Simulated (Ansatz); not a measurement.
MoO₂Cl, SMILES [O]=[Mo](=[O])[Cl] (connectivity only; charge and spin as stated), neutral, multiplicity 2. Atoms are numbered in the order given.

```xyz
4

Mo     0.0000     0.0000     0.2839
O      0.0000    -1.4027     1.2222
O      0.0000     1.4027     1.2222
Cl     0.0000     0.0000    -2.0024
```
Charge 0, spin multiplicity 2.

Geometry optimised at r2SCAN-D4/def2-SVP. The spin state was assumed, not searched. The isomer is the one that the SMILES or the coordinates give; other isomers of the formula were not compared. The def2 effective core potentials stand for the cores of Mo; spin–orbit coupling is left out.

Two levels are set side by side: PBE-D3(BJ)/def2-SVP (Ansatz, a quantum-chemistry and plane-wave program) and r2SCAN-D4/def2-SVP (Ansatz). Each level has its own optimised geometry; the coordinates shown are those of the second. Differences are taken from unrounded values.

| quantity | r2SCAN-D4 |
|---|---|
| mean bond length (Å) | 1.887 |
| bond Mo1–O2 (Å) | 1.688 |
| bond Mo1–O3 (Å) | 1.688 |
| bond Mo1–Cl4 (Å) | 2.286 |

Q: What does PBE-D3(BJ) give, and how far is it from r2SCAN-D4? (The exact figures need the calculation; the answer reports its results.)

A: 
| quantity | PBE-D3(BJ) | PBE-D3(BJ) minus r2SCAN-D4 |
|---|---|---|
| mean bond length (Å) | 1.895 | 0.008 |
| bond Mo1–O2 (Å) | 1.697 | 0.009 |
| bond Mo1–O3 (Å) | 1.697 | 0.009 |
| bond Mo1–Cl4 (Å) | 2.292 | 0.005 |

On these quantities the two levels nearly agree.
